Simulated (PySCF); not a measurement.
F2Zn, SMILES [F][Zn][F] (PBE0/def2-SVP optimised geometry):

```
3

Zn     0.000     0.000     0.000
F     -1.729     0.000     0.001
F      1.729     0.000     0.000
```

Computed with PySCF with PBE0/def2-TZVP.

**Question.** What are the frontier orbital energies and the dipole moment?

**Answer.** HOMO-2 -11.18 eV, HOMO-1 -10.56 eV, HOMO -10.56 eV, LUMO -1.94 eV, LUMO+1 -0.07 eV; dipole moment 0.00 D.

On the same geometry PBE/def2-TZVP in PySCF gives HOMO-2 -9.26 eV, HOMO-1 -8.58 eV, HOMO -8.58 eV, LUMO -2.94 eV, LUMO+1 -0.83 eV; dipole moment 0.00 D.

Meta-Löwdin charges at PBE0/def2-TZVP: Zn1 1.45, F2 -0.72, F3 -0.72.
